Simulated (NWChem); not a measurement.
Program: NWChem. System: bromotrifluoromethane (CBrF$_{3}$), charge 0, spin multiplicity 1, at a geometry optimised with PBE0/def2-SVP. Level: CIS/def2-SVP.

Job file:

```
start mol
memory heap 200 mb stack 900 mb global 1100 mb
geometry units angstroms nocenter noautoz
  F      1.295733    -0.553263     1.072485
  C      0.814013     0.041935     0.000000
  F      1.295733    -0.553263    -1.072485
  F      1.200132     1.301877     0.000000
  Br    -1.114528    -0.057422     0.000000
  symmetry group Cs
end
basis spherical
  * library def2-svp
end
dft
  xc hfexch
  semidirect memsize 60000000 filesize 0
  iterations 100
end
tddft
  cis
  nroots 8
  notriplet
  thresh 1e-4
end
task tddft energy
```

NWChem printed:

```
             Northwest Computational Chemistry Package (NWChem) 7.3.0
             --------------------------------------------------------

                                NWChem Input Module
                                -------------------

 Scaling coordinates for geometry "geometry" by  1.889725989
 (inverse scale =  0.529177249)

 Turning off AUTOSYM since
 SYMMETRY directive was detected!

                             Geometry "geometry" -> ""
                             -------------------------

 Output coordinates in angstroms (scale by  1.889725989 to convert to a.u.)

  No.       Tag          Charge          X              Y              Z
 ---- ---------------- ---------- -------------- -------------- --------------
    1 F                    9.0000     1.29573300    -0.55326300     1.07248500
    2 C                    6.0000     0.81401300     0.04193500     0.00000000
    3 F                    9.0000     1.29573300    -0.55326300    -1.07248500
    4 F                    9.0000     1.20013200     1.30187700     0.00000000
    5 Br                  35.0000    -1.11452800    -0.05742200     0.00000000

 Effective nuclear repulsion energy (a.u.)     368.8456795699

            Nuclear Dipole moment (a.u.)
            ----------------------------
        X                 Y               Z
 ---------------- ---------------- ----------------
    -0.0000377945    -0.0000018897     0.0000000000

      Symmetry information
      --------------------

 Group name             Cs
 Group number              2
 Group order               2
 No. of unique centers     4

      Symmetry unique atoms

     1    2    4    5


 Summary of "ao basis" -> "" (spherical)
 ------------------------------------------------------------------------------
       Tag                 Description            Shells   Functions and Types
 ---------------- ------------------------------  ------  ---------------------
 *                          def2-svp                  on all atoms

  xc_inp: hfexch multiplicative factor not found.

                                 NWChem DFT Module
                                 -----------------

 Summary of "ao basis" -> "ao basis" (spherical)
 ------------------------------------------------------------------------------
       Tag                 Description            Shells   Functions and Types
 ---------------- ------------------------------  ------  ---------------------
 F                          def2-svp                 6       14   3s2p1d
 C                          def2-svp                 6       14   3s2p1d
 Br                         def2-svp                12       32   5s4p3d

 Summary of "ao basis" -> "ao basis" (spherical)
 ------------------------------------------------------------------------------
       Tag                 Description            Shells   Functions and Types
 ---------------- ------------------------------  ------  ---------------------
 F                          def2-svp                 6       14   3s2p1d
 C                          def2-svp                 6       14   3s2p1d
 Br                         def2-svp                12       32   5s4p3d

      Symmetry analysis of basis
      --------------------------

        a'         56
        a"         32

            General Information
            -------------------
          SCF calculation type: DFT
          Wavefunction type:  closed shell.
          No. of atoms     :     5
          No. of electrons :    68
           Alpha electrons :    34
            Beta electrons :    34
          Charge           :     0
          Spin multiplicity:     1
          Use of symmetry is: off; symmetry adaption is: on
          Maximum number of iterations: 100
          AO basis - number of functions:    88
                     number of shells:    36
          Convergence on energy requested:  1.00D-06
          Convergence on density requested:  1.00D-05
          Convergence on gradient requested:  5.00D-04

              XC Information
              --------------
                     Hartree-Fock (Exact) Exchange  1.000

          Convergence Information
          -----------------------
          Convergence aids based upon iterative change in
          total energy or number of iterations.
          Levelshifting, if invoked, occurs when the
          HOMO/LUMO gap drops below (HL_TOL):  1.00D-02
          DIIS, if invoked, will attempt to extrapolate
          using up to (NFOCK): 10 stored Fock matrices.

                    Damping( 0%)  Levelshifting(0.5)       DIIS
                  --------------- ------------------- ---------------
          dE  on:    start            ASAP                start
          dE off:    2 iters        100 iters           100 iters

      Screening Tolerance Information
      -------------------------------
          Density screening/tol_rho:  1.00D-10
          AO Gaussian exp screening on grid/accAOfunc:  14
          CD Gaussian exp screening on grid/accCDfunc:  20
          XC Gaussian exp screening on grid/accXCfunc:  20
          Schwarz screening/accCoul:  1.00D-08

      Superposition of Atomic Density Guess
      -------------------------------------

 Sum of atomic energies:       -2907.58815315

      Non-variational initial energy
      ------------------------------

 Total energy =   -2908.876196
 1-e energy   =   -4785.725967
 2-e energy   =    1508.004091
 HOMO         =      -0.388535
 LUMO         =       0.117643

      Symmetry analysis of molecular orbitals - initial
      -------------------------------------------------
[...]
  ----------------------------------------------------------------------------
  Root   2 singlet a"             0.274587330 a.u.                7.4719 eV
  ----------------------------------------------------------------------------
     Transition Moments    X  0.00000   Y -0.00000   Z  0.10890
     Transition Moments   XX  0.00000  XY -0.00000  XZ  0.13724
     Transition Moments   YY  0.00000  YZ  0.07430  ZZ -0.00000
     Dipole Oscillator Strength                    0.0021707938
     Electric Quadrupole                           0.0000000027
     Magnetic Dipole                               0.0000008593
     Total Oscillator Strength                     0.0021716558

          sigma_e =   1.4718 Angstrom
          sigma_h =   1.2359 Angstrom
         |d_h->e| =   0.4490 Angstrom
            d_exc =   1.9691 Angstrom
            d_CD1 =   0.6850 Angstrom
            d_CD2 =  -0.9049 Angstrom
            d_CD3 =   2.4180 Angstrom
     Pearson C.C. =   0.0049

     Occ.   33  a"  ---  Virt.   35  a'      -0.99348
  ----------------------------------------------------------------------------
  Root   3 singlet a'             0.426770170 a.u.               11.6130 eV
  ----------------------------------------------------------------------------
     Transition Moments    X -1.40979   Y -0.07263   Z -0.00000
     Transition Moments   XX  1.96775  XY  0.11995  XZ -0.00000
     Transition Moments   YY -0.35405  YZ  0.00000  ZZ -0.36023
     Dipole Oscillator Strength                    0.5669695969
     Electric Quadrupole                           0.0000007517
     Magnetic Dipole                               0.0000000000
     Total Oscillator Strength                     0.5669703487

          sigma_e =   1.5333 Angstrom
          sigma_h =   1.5701 Angstrom
         |d_h->e| =   0.1076 Angstrom
            d_exc =   2.1647 Angstrom
            d_CD1 =   0.1445 Angstrom
            d_CD2 =  -1.4441 Angstrom
            d_CD3 =   2.2723 Angstrom
     Pearson C.C. =   0.0295

     Occ.   32  a'  ---  Virt.   35  a'      -0.90886
     Occ.   33  a"  ---  Virt.   36  a"      -0.26621
     Occ.   33  a"  ---  Virt.   50  a"       0.05568
     Occ.   34  a'  ---  Virt.   37  a'      -0.26621
     Occ.   34  a'  ---  Virt.   49  a'       0.05568
  ----------------------------------------------------------------------------
  Root   4 singlet a"             0.509404576 a.u.               13.8616 eV
  ----------------------------------------------------------------------------
     Transition Moments    X  0.00000   Y  0.00000   Z  0.00003
     Transition Moments   XX  0.00000  XY -0.00000  XZ -0.00063
     Transition Moments   YY -0.00000  YZ -0.00005  ZZ -0.00000
     Dipole Oscillator Strength                    0.0000000004
     Electric Quadrupole                           0.0000000000
     Magnetic Dipole                               0.0000000868
     Total Oscillator Strength                     0.0000000872

          sigma_e =   1.6150 Angstrom
          sigma_h =   1.2722 Angstrom
         |d_h->e| =   1.1153 Angstrom
            d_exc =   2.3312 Angstrom
            d_CD1 =   1.4581 Angstrom
            d_CD2 =  -0.3283 Angstrom
            d_CD3 =   3.4465 Angstrom
     Pearson C.C. =   0.0089

     Occ.   31  a"  ---  Virt.   35  a'      -0.06007
     Occ.   33  a"  ---  Virt.   37  a'       0.69466
     Occ.   33  a"  ---  Virt.   41  a'       0.05628
     Occ.   33  a"  ---  Virt.   46  a'       0.05777
     Occ.   33  a"  ---  Virt.   49  a'      -0.07147
     Occ.   34  a'  ---  Virt.   36  a"      -0.69839
     Occ.   34  a'  ---  Virt.   42  a"      -0.05656
     Occ.   34  a'  ---  Virt.   47  a"      -0.05806
     Occ.   34  a'  ---  Virt.   50  a"       0.07182
  ----------------------------------------------------------------------------
  Root   5 singlet a"             0.509622210 a.u.               13.8675 eV
  ----------------------------------------------------------------------------
     Transition Moments    X -0.00000   Y  0.00000   Z  0.00772
     Transition Moments   XX  0.00000  XY -0.00000  XZ -0.22954
     Transition Moments   YY -0.00000  YZ -0.01757  ZZ -0.00000
     Dipole Oscillator Strength                    0.0000202574
     Electric Quadrupole                           0.0000000374
     Magnetic Dipole                               0.0000000731
     Total Oscillator Strength                     0.0000203679

          sigma_e =   1.6140 Angstrom
          sigma_h =   1.2874 Angstrom
         |d_h->e| =   1.1236 Angstrom
            d_exc =   2.3325 Angstrom
            d_CD1 =   1.4502 Angstrom
            d_CD2 =  -0.3271 Angstrom
            d_CD3 =   3.4561 Angstrom
     Pearson C.C. =   0.0203

     Occ.   33  a"  ---  Virt.   37  a'      -0.69830
     Occ.   33  a"  ---  Virt.   41  a'      -0.05218
     Occ.   33  a"  ---  Virt.   46  a'      -0.05388
     Occ.   33  a"  ---  Virt.   49  a'       0.06692
     Occ.   34  a'  ---  Virt.   36  a"      -0.69457
     Occ.   34  a'  ---  Virt.   42  a"      -0.05188
     Occ.   34  a'  ---  Virt.   47  a"      -0.05357
     Occ.   34  a'  ---  Virt.   50  a"       0.06654
  ----------------------------------------------------------------------------
  Root   6 singlet a'             0.509622240 a.u.               13.8675 eV
  ----------------------------------------------------------------------------
     Transition Moments    X  0.00039   Y -0.00775   Z -0.00000
     Transition Moments   XX -0.02366  XY  0.22929  XZ  0.00000
     Transition Moments   YY  0.01795  YZ -0.00000  ZZ  0.00572
     Dipole Oscillator Strength                    0.0000204399
     Electric Quadrupole                           0.0000000374
     Magnetic Dipole                               0.0000000732
     Total Oscillator Strength                     0.0000205505

          sigma_e =   1.6140 Angstrom
          sigma_h =   1.2874 Angstrom
         |d_h->e| =   1.1236 Angstrom
            d_exc =   2.3325 Angstrom
            d_CD1 =   1.4502 Angstrom
            d_CD2 =  -0.3271 Angstrom
            d_CD3 =   3.4561 Angstrom
     Pearson C.C. =   0.0203

     Occ.   33  a"  ---  Virt.   36  a"       0.69644
     Occ.   33  a"  ---  Virt.   42  a"       0.05203
     Occ.   33  a"  ---  Virt.   47  a"       0.05372
     Occ.   33  a"  ---  Virt.   50  a"      -0.06673
     Occ.   34  a'  ---  Virt.   37  a'      -0.69644
     Occ.   34  a'  ---  Virt.   41  a'      -0.05203
     Occ.   34  a'  ---  Virt.   46  a'      -0.05372
     Occ.   34  a'  ---  Virt.   49  a'       0.06673
  ----------------------------------------------------------------------------
  Root   7 singlet a"             0.543845140 a.u.               14.7988 eV
  ----------------------------------------------------------------------------
     Transition Moments    X  0.00000   Y  0.00000   Z  0.00000
     Transition Moments   XX -0.00000  XY -0.00000  XZ  0.00001
     Transition Moments   YY -0.00000  YZ  0.00000  ZZ -0.00000
     Dipole Oscillator Strength                    0.0000000000
     Electric Quadrupole                           0.0000000000
     Magnetic Dipole                               0.0000002182
     Total Oscillator Strength                     0.0000002182

          sigma_e =   1.5024 Angstrom
          sigma_h =   1.4110 Angstrom
         |d_h->e| =   1.5931 Angstrom
            d_exc =   2.5532 Angstrom
            d_CD1 =   1.6845 Angstrom
            d_CD2 =   0.1364 Angstrom
            d_CD3 =   4.1463 Angstrom
     Pearson C.C. =   0.0631

     Occ.   24  a"  ---  Virt.   37  a'       0.05046
     Occ.   25  a'  ---  Virt.   36  a"      -0.05047
     Occ.   27  a'  ---  Virt.   36  a"       0.10943
     Occ.   27  a'  ---  Virt.   42  a"      -0.05472
     Occ.   28  a"  ---  Virt.   37  a'      -0.10943
     Occ.   28  a"  ---  Virt.   41  a'       0.05472
     Occ.   29  a"  ---  Virt.   37  a'      -0.12071
     Occ.   29  a"  ---  Virt.   41  a'       0.05265
     Occ.   30  a'  ---  Virt.   36  a"       0.12071
     Occ.   30  a'  ---  Virt.   42  a"      -0.05265
     Occ.   31  a"  ---  Virt.   35  a'       0.95035
     Occ.   31  a"  ---  Virt.   40  a'       0.06927
     Occ.   31  a"  ---  Virt.   45  a'       0.08929
  ----------------------------------------------------------------------------
  Root   8 singlet a"             0.559586568 a.u.               15.2271 eV
  ----------------------------------------------------------------------------
     Transition Moments    X -0.00000   Y  0.00000   Z -0.14985
     Transition Moments   XX -0.00000  XY  0.00000  XZ -0.07430
     Transition Moments   YY  0.00000  YZ  0.20281  ZZ -0.00000
     Dipole Oscillator Strength                    0.0083767006
     Electric Quadrupole                           0.0000000435
     Magnetic Dipole                               0.0000000637
     Total Oscillator Strength                     0.0083768078

          sigma_e =   1.5230 Angstrom
          sigma_h =   1.4800 Angstrom
         |d_h->e| =   1.2904 Angstrom
            d_exc =   2.4480 Angstrom
            d_CD1 =   1.3334 Angstrom
            d_CD2 =  -0.2111 Angstrom
            d_CD3 =   3.7384 Angstrom
     Pearson C.C. =   0.0405

     Occ.   26  a'  ---  Virt.   36  a"       0.09366
     Occ.   26  a'  ---  Virt.   42  a"      -0.05340
     Occ.   27  a'  ---  Virt.   36  a"       0.08337
     Occ.   28  a"  ---  Virt.   37  a'       0.08338
     Occ.   29  a"  ---  Virt.   35  a'      -0.86509
     Occ.   29  a"  ---  Virt.   37  a'      -0.07836
     Occ.   29  a"  ---  Virt.   38  a'       0.08583
     Occ.   29  a"  ---  Virt.   39  a'       0.05669
     Occ.   29  a"  ---  Virt.   40  a'      -0.08583
     Occ.   29  a"  ---  Virt.   45  a'      -0.08394
     Occ.   30  a'  ---  Virt.   36  a"      -0.07836
     Occ.   31  a"  ---  Virt.   37  a'       0.18333
     Occ.   31  a"  ---  Virt.   41  a'      -0.06494
     Occ.   32  a'  ---  Virt.   36  a"       0.34532
     Occ.   32  a'  ---  Virt.   42  a"      -0.06494
     Occ.   33  a"  ---  Virt.   39  a'       0.05217

              Target root =      1
          Target symmetry = none
      Ground state energy =  -2908.005360135413
        Excitation energy =      0.274587085332
     Excited state energy =  -2907.730773050081

  stored tddft:energy   -2907.7307730500811

 Task  times  cpu:       62.9s     wall:       62.9s

 Total times  cpu:       62.9s     wall:       62.9s
```
